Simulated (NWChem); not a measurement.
System: B2, triplet; SMILES [B][B]

Input file for NWChem:

```
start job
memory heap 200 mb stack 700 mb global 900 mb
geometry units angstroms noautoz
  B      0.000000     0.000000    -0.812772
  B      0.000000     0.000000     0.812772
end
basis spherical
  B library aug-cc-pvtz
end
dft
  odft
  mult 3
  xc xtpss03 ctpss03
  iterations 150
  mulliken
end
task dft energy
```

Excerpt of the output:

```
             Northwest Computational Chemistry Package (NWChem) 7.3.0
             --------------------------------------------------------

 ORDER OF PRIMARY AXIS IS BEING SET TO 4
 D4H symmetry detected

                             Geometry "geometry" -> ""
                             -------------------------

 Output coordinates in angstroms (scale by  1.889725989 to convert to a.u.)

  No.       Tag          Charge          X              Y              Z
 ---- ---------------- ---------- -------------- -------------- --------------
    1 B                    5.0000     0.00000000     0.00000000    -0.81277200
    2 B                    5.0000     0.00000000     0.00000000     0.81277200

 Effective nuclear repulsion energy (a.u.)       8.1384639388

      Symmetry information
      --------------------

 Group name             D4h
 Group number             28
 Group order              16
 No. of unique centers     1

                                 NWChem DFT Module
                                 -----------------

 Summary of "ao basis" -> "ao basis" (spherical)
 ------------------------------------------------------------------------------
       Tag                 Description            Shells   Functions and Types
 ---------------- ------------------------------  ------  ---------------------
 B                        aug-cc-pvtz               14       46   5s4p3d2f

      Symmetry analysis of basis
      --------------------------

        a1g        14
        a1u         0
        a2g         0
        a2u        14
        b1g         5
        b1u         5
        b2g         5
        b2u         5
        eg         22
        eu         22

            General Information
            -------------------
          SCF calculation type: DFT
          Wavefunction type:  spin polarized.
          No. of atoms     :     2
          No. of electrons :    10
           Alpha electrons :     6
            Beta electrons :     4
          Charge           :     0
          Spin multiplicity:     3
          Use of symmetry is: on ; symmetry adaption is: on
          Maximum number of iterations: 150
          AO basis - number of functions:    92
                     number of shells:    28
          Convergence on energy requested:  1.00D-06
          Convergence on density requested:  1.00D-05
          Convergence on gradient requested:  5.00D-04

              XC Information
              --------------
                  TPSS metaGGA Exchange Functional  1.000
             TPSS03 metaGGA Correlation Functional  1.000

             Grid Information
             ----------------
          Grid used for XC integration:  medium
          Radial quadrature: Mura-Knowles
          Angular quadrature: Lebedev.
          Tag              B.-S. Rad. Rad. Pts. Rad. Cut. Ang. Pts.
          ---              ---------- --------- --------- ---------
          B                   0.85       49          14.0       434
          Grid pruning is: on
          Number of quadrature shells:    49
          Spatial weights used:  Erf1

      Superposition of Atomic Density Guess
      -------------------------------------

 Sum of atomic energies:         -49.06899957

      Non-variational initial energy
      ------------------------------

 Total energy =     -49.183116
 1-e energy   =     -80.786590
 2-e energy   =      23.465009
 HOMO         =      -0.111108
 LUMO         =      -0.111108

 !!!!!!!!!!!!!!!!!!!!!!!!!!!!!!!!!!!!!!!!!!!!!!!!!!!!!!!!!!!!!!!!!!!!!!
 Warning - the HOMO and LUMO are degenerate and you are using symmetry.
 This can lead to non-variational energies and poor convergence.
 Modify the initial guess, or use an open-shell wavefunction, or turn
 off symmetry.
 !!!!!!!!!!!!!!!!!!!!!!!!!!!!!!!!!!!!!!!!!!!!!!!!!!!!!!!!!!!!!!!!!!!!!!

   Symmetry analysis of molecular orbitals - initial alpha
   -------------------------------------------------------

 !! scf_movecs_sym_adapt:   20 vectors were symmetry contaminated

  Symmetry fudging

 !! scf_movecs_sym_adapt:   18 vectors were symmetry contaminated

  Numbering of irreducible representations:

     1 a1g         2 a1u         3 a2g         4 a2u         5 b1g
     6 b1u         7 b2g         8 b2u         9 eg         10 eu

  Orbital symmetries:

     1 a1g         2 a2u         3 a1g         4 a2u         5 eu
     6 eu          7 a1g         8 a2u         9 eg         10 eg
    11 a1g        12 eu         13 eu         14 a1g        15 eg
    16 eg

   Symmetry analysis of molecular orbitals - initial beta
   ------------------------------------------------------

 !! scf_movecs_sym_adapt:   20 vectors were symmetry contaminated

  Symmetry fudging

 !! scf_movecs_sym_adapt:   18 vectors were symmetry contaminated

  Numbering of irreducible representations:

     1 a1g         2 a1u         3 a2g         4 a2u         5 b1g
     6 b1u         7 b2g         8 b2u         9 eg         10 eu

  Orbital symmetries:

     1 a1g         2 a2u         3 a1g         4 a2u         5 eu
     6 eu          7 a1g         8 a2u         9 eg         10 eg
    11 a1g        12 eu         13 eu         14 a1g        15 eg
    16 eg

     ---------------------------------------------
      Total Density - Mulliken Population Analysis
     ---------------------------------------------

    Atom       Charge   Shell Charges
 -----------   ------   -------------------------------------------------------
    1 B    5     5.00   1.96  1.02  0.19  0.60  0.01  0.24  0.57  0.35  0.03  0.01  0.02 -0.01  0.00 -0.00
    2 B    5     5.00   1.96  1.02  0.19  0.60  0.01  0.24  0.57  0.35  0.03  0.01  0.02 -0.01  0.00 -0.00

     --------------------------------------------
      Spin Density - Mulliken Population Analysis
     --------------------------------------------

    Atom       Charge   Shell Charges
 -----------   ------   -------------------------------------------------------
    1 B    5     1.00  -0.00  0.00 -0.00 -0.00 -0.00  0.18  0.42  0.35  0.04  0.00  0.01  0.00  0.00  0.00
    2 B    5     1.00  -0.00 -0.00  0.00  0.00  0.00  0.18  0.42  0.35  0.04  0.00  0.01  0.00  0.00  0.00

   convergence    iter        energy       DeltaE   RMS-Dens  Diis-err
 ---------------- ----- ----------------- --------- --------- ---------
 d= 0,ls=0.0,diis     1    -49.3952754070 -5.75D+01  3.82D-03  4.85D-02
                                                     4.29D-03  2.43D-02
 d= 0,ls=0.0,diis     2    -49.4266959912 -3.14D-02  1.77D-03  2.31D-02
                                                     1.28D-03  1.35D-02
 d= 0,ls=0.0,diis     3    -49.4422800388 -1.56D-02  2.27D-04  4.26D-04
                                                     4.15D-04  4.10D-04
 d= 0,ls=0.0,diis     4    -49.4426817583 -4.02D-04  4.73D-05  3.29D-05
                                                     7.53D-05  2.11D-05
 d= 0,ls=0.0,diis     5    -49.4427045228 -2.28D-05  1.03D-05  5.53D-07
                                                     1.79D-05  9.81D-07
 d= 0,ls=0.0,diis     6    -49.4427053994 -8.77D-07  1.74D-06  1.37D-08
                                                     1.40D-06  7.29D-09

         Total DFT energy =      -49.442705399365
      One electron energy =      -81.042856702017
           Coulomb energy =       31.355997766906
    Exchange-Corr. energy =       -7.894310403090
 Nuclear repulsion energy =        8.138463938837

 Numeric. integr. density =       10.000000314237

                  Occupations of the irreducible representations
                  ----------------------------------------------

                     irrep           alpha         beta
                     --------     --------     --------
                     a1g               2.0          2.0
                     a1u               0.0          0.0
                     a2g               0.0          0.0
                     a2u               2.0          2.0
                     b1g               0.0          0.0
                     b1u               0.0          0.0
                     b2g               0.0          0.0
                     b2u               0.0          0.0
                     eg                0.0          0.0
                     eu                2.0          0.0

                    DFT Final Alpha Molecular Orbital Analysis
                    ------------------------------------------

 Vector    4  Occ=1.000000D+00  E=-2.854796D-01  Symmetry=a2u
              MO Center= -6.8D-16,  1.4D-15,  2.2D-13, r^2= 2.7D+00
   Bfn.  Coefficient  Atom+Function         Bfn.  Coefficient  Atom+Function
  ----- ------------  ---------------      ----- ------------  ---------------
     2      0.374576  1 B  s                 48     -0.374576  2 B  s
     4      0.321211  1 B  s                 50     -0.321211  2 B  s
    11     -0.167522  1 B  pz                57     -0.167522  2 B  pz
     8     -0.097353  1 B  pz                54     -0.097353  2 B  pz
     3      0.087868  1 B  s                 49     -0.087868  2 B  s

 Vector    5  Occ=1.000000D+00  E=-2.252713D-01  Symmetry=eu
              MO Center= -6.2D-16,  9.7D-17,  5.1D-16, r^2= 2.0D+00
   Bfn.  Coefficient  Atom+Function         Bfn.  Coefficient  Atom+Function
  ----- ------------  ---------------      ----- ------------  ---------------
     9      0.298373  1 B  px                55      0.298373  2 B  px
     6      0.213877  1 B  px                52      0.213877  2 B  px
    12      0.137600  1 B  px                58      0.137600  2 B  px
    10     -0.133303  1 B  py                56     -0.133303  2 B  py
     7     -0.095553  1 B  py                53     -0.095553  2 B  py

 Vector    6  Occ=1.000000D+00  E=-2.252713D-01  Symmetry=eu
              MO Center=  3.4D-16,  1.2D-15,  5.3D-16, r^2= 2.0D+00
   Bfn.  Coefficient  Atom+Function         Bfn.  Coefficient  Atom+Function
  ----- ------------  ---------------      ----- ------------  ---------------
    10      0.298373  1 B  py                56      0.298373  2 B  py
     7      0.213877  1 B  py                53      0.213877  2 B  py
    13      0.137600  1 B  py                59      0.137600  2 B  py
     9      0.133303  1 B  px                55      0.133303  2 B  px
     6      0.095553  1 B  px                52      0.095553  2 B  px

 Vector    7  Occ=0.000000D+00  E=-1.893447D-01  Symmetry=a1g
              MO Center= -1.2D-16, -1.6D-15,  2.5D-15, r^2= 2.9D+00
   Bfn.  Coefficient  Atom+Function         Bfn.  Coefficient  Atom+Function
  ----- ------------  ---------------      ----- ------------  ---------------
    11      0.320878  1 B  pz                57     -0.320878  2 B  pz
     8      0.256877  1 B  pz                54     -0.256877  2 B  pz
     4     -0.214648  1 B  s                 50     -0.214648  2 B  s
    14      0.122253  1 B  pz                60     -0.122253  2 B  pz
     2     -0.093466  1 B  s                 48     -0.093466  2 B  s

 Vector    8  Occ=0.000000D+00  E=-5.770135D-02  Symmetry=eg
              MO Center=  3.4D-15,  2.0D-16,  2.3D-15, r^2= 3.3D+00
   Bfn.  Coefficient  Atom+Function         Bfn.  Coefficient  Atom+Function
  ----- ------------  ---------------      ----- ------------  ---------------
    10     -0.264671  1 B  py                56      0.264671  2 B  py
     9      0.258889  1 B  px                55     -0.258889  2 B  px
    13     -0.231820  1 B  py                59      0.231820  2 B  py
    12      0.226756  1 B  px                58     -0.226756  2 B  px
     7     -0.183842  1 B  py                53      0.183842  2 B  py

 Vector    9  Occ=0.000000D+00  E=-5.770135D-02  Symmetry=eg
              MO Center= -5.1D-15, -5.2D-15, -1.3D-15, r^2= 3.3D+00
   Bfn.  Coefficient  Atom+Function         Bfn.  Coefficient  Atom+Function
  ----- ------------  ---------------      ----- ------------  ---------------
     9      0.264671  1 B  px                55     -0.264671  2 B  px
    10      0.258889  1 B  py                56     -0.258889  2 B  py
    12      0.231820  1 B  px                58     -0.231820  2 B  px
    13      0.226756  1 B  py                59     -0.226756  2 B  py
     6      0.183842  1 B  px                52     -0.183842  2 B  px

                     DFT Final Beta Molecular Orbital Analysis
                     -----------------------------------------

 Vector    2  Occ=1.000000D+00  E=-6.677614D+00  Symmetry=a2u
              MO Center=  1.4D-18,  4.1D-20,  2.0D-16, r^2= 7.0D-01
   Bfn.  Coefficient  Atom+Function         Bfn.  Coefficient  Atom+Function
  ----- ------------  ---------------      ----- ------------  ---------------
     1      0.697780  1 B  s                 47     -0.697780  2 B  s
     4      0.045963  1 B  s                 50     -0.045963  2 B  s
     3      0.028960  1 B  s                 49     -0.028960  2 B  s

 Vector    3  Occ=1.000000D+00  E=-4.555419D-01  Symmetry=a1g
              MO Center=  4.5D-17, -2.4D-16,  2.2D-16, r^2= 1.1D+00
   Bfn.  Coefficient  Atom+Function         Bfn.  Coefficient  Atom+Function
  ----- ------------  ---------------      ----- ------------  ---------------
     2      0.354217  1 B  s                 48      0.354217  2 B  s
     4      0.131425  1 B  s                 50      0.131425  2 B  s
     8      0.112874  1 B  pz                54     -0.112874  2 B  pz
    11      0.100030  1 B  pz                57     -0.100030  2 B  pz
     3      0.077321  1 B  s                 49      0.077321  2 B  s

 Vector    4  Occ=1.000000D+00  E=-2.486441D-01  Symmetry=a2u
              MO Center=  2.7D-30,  2.4D-30,  3.5D-15, r^2= 3.0D+00
   Bfn.  Coefficient  Atom+Function         Bfn.  Coefficient  Atom+Function
  ----- ------------  ---------------      ----- ------------  ---------------
     2      0.330123  1 B  s                 48     -0.330123  2 B  s
     4      0.286337  1 B  s                 50     -0.286337  2 B  s
    11     -0.205064  1 B  pz                57     -0.205064  2 B  pz
     8     -0.111642  1 B  pz                54     -0.111642  2 B  pz
    14     -0.079463  1 B  pz                60     -0.079463  2 B  pz

 Vector    5  Occ=0.000000D+00  E=-1.813920D-01  Symmetry=a1g
              MO Center= -4.0D-16, -2.1D-15, -8.6D-17, r^2= 3.0D+00
   Bfn.  Coefficient  Atom+Function         Bfn.  Coefficient  Atom+Function
  ----- ------------  ---------------      ----- ------------  ---------------
    11      0.320210  1 B  pz                57     -0.320210  2 B  pz
     8      0.250236  1 B  pz                54     -0.250236  2 B  pz
     4     -0.216906  1 B  s                 50     -0.216906  2 B  s
    14      0.115540  1 B  pz                60     -0.115540  2 B  pz
     2     -0.093359  1 B  s                 48     -0.093359  2 B  s

 Vector    6  Occ=0.000000D+00  E=-1.457145D-01  Symmetry=eu
              MO Center=  4.7D-16,  2.0D-15,  1.4D-15, r^2= 2.4D+00
   Bfn.  Coefficient  Atom+Function         Bfn.  Coefficient  Atom+Function
  ----- ------------  ---------------      ----- ------------  ---------------
    10      0.277939  1 B  py                56      0.277939  2 B  py
     7      0.210114  1 B  py                53      0.210114  2 B  py
    13      0.197288  1 B  py                59      0.197288  2 B  py
     9      0.073643  1 B  px                55      0.073643  2 B  px
     6      0.055672  1 B  px                52      0.055672  2 B  px

[...]
```

Level: TPSS/aug-cc-pVTZ, spin-unrestricted. Structure relaxed at the PBE0/def2-SVP, spin-unrestricted level. No stability test was run on the SCF state.
